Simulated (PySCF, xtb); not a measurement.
SnHCl3, SMILES [Cl][SnH]([Cl])[Cl].

Harmonic wavenumbers (cm⁻¹) from GFN2-xTB (xtb) at its own minimum, in rising order: 95, 95, 102, 284, 323, 323, 431, 431, 1310.

Question: What does B3LYP-D3(BJ)/def2-SVP run with PySCF 2.14.0 give at its own minimum? (An estimate is asked for; the answer gives what the named calculation found.)

Answer: 109, 109, 128, 364, 387, 387, 557, 557, 1947. Paired by order, the mean absolute difference is 128 cm⁻¹ and the zero-point energies are 4.9 and 6.5 kcal/mol.
